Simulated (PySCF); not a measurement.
Species: C₃H₁₃PSi₃.
Numbering: `[PH2:1][SiH:2]1[CH2:3][SiH2:4][CH2:5][SiH2:6][CH2:7]1` (hydrogens: H8, H9 on P1; H10 on Si2; H11, H12 on C3; H13, H14 on Si4; H15, H16 on C5; H17, H18 on Si6; H19, H20 on C7)

Structure used (PBE0-D3(BJ)/def2-SVP), in Å, numbered top down from 1:
```xyz
20
C3H13PSi3 angstrom
P     -0.7766   -2.2083   -1.3925
Si    -0.6435   -1.2366    0.6572
C      1.1708   -0.8604    1.0032
Si     1.9417    0.3615   -0.2107
C      0.8923    1.9256   -0.2786
Si    -0.9315    1.6271   -0.6449
C     -1.6163    0.3759    0.5909
H     -0.2905   -3.4697   -0.9257
H     -2.1484   -2.5752   -1.2239
H     -1.1957   -2.1344    1.7232
H      1.7490   -1.8001    1.0074
H      1.2443   -0.4400    2.0226
H      3.3389    0.6949    0.2172
H      2.0137   -0.2610   -1.5689
H      0.9685    2.4317    0.7008
H      1.3133    2.6192   -1.0260
H     -1.0895    1.0999   -2.0361
H     -1.6977    2.9117   -0.5509
H     -2.6760    0.1691    0.3640
H     -1.5919    0.8353    1.5958
```

The calculation used core-valence-separated Tamm–Dancoff BHandHLYP/aug-pcX-1 (pcseg-1 on H, def2-SVPD on P, def2-SVPD on Si) in PySCF, non-relativistic, gas phase, PBE0-D3(BJ)/def2-SVP geometry. The energies are unshifted.

The lowest roots of each edge with f over 0.003 (five at most, numbered afresh; weaker and dark ones are left out), with transition dipoles (au) in the frame of the coordinates:

```csv
root,edge,E (eV),μx,μy,μz
1,C,284.95,0.0078,0.0221,0.0097
2,C,284.95,-0.0150,0.0040,-0.0225
3,C,284.95,-0.0145,0.0098,0.0234
4,C,285.38,-0.0145,-0.0145,0.0548
5,C,285.43,0.0280,-0.0458,-0.0243
```

**Question.** What are the oscillator strengths?

**Answer.** f = (2/3) ΔE |μ|², with ΔE in hartree (27.2114 eV):

| root | ΔE (Eh) | \|μ\|² (au) | f | core hole on |
| --- | --- | --- | --- | --- |
| 1 | 10.4716 | 0.000643 | 0.004 | C5 |
| 2 | 10.4718 | 0.000747 | 0.005 | C3/C7 |
| 3 | 10.4718 | 0.000854 | 0.006 | C3/C7 |
| 4 | 10.4877 | 0.003424 | 0.024 | C5 |
| 5 | 10.4894 | 0.003472 | 0.024 | C3/C7 |

**Question.** Molecules are fixed in this frame and the field points along (1, 0, −1)/√2. What effective strengths 3 f cos²θ do the roots have (θ between field and μ)?

**Answer.** root 1 (C5): 0.000, root 2 (C3/C7): 0.001, root 3 (C3/C7): 0.015, root 4 (C5): 0.050, root 5 (C3/C7): 0.029. Root 4 is the strongest. Averaged over all orientations cos²θ is 1/3, which gives f back. For degenerate partners only the sum has meaning, as the program may mix them freely.

On one thread, Arm Neoverse N1 (aarch64) (shared host), this took 62 s and 1.2 GiB of memory at its peak.

One conformer stands for the species.
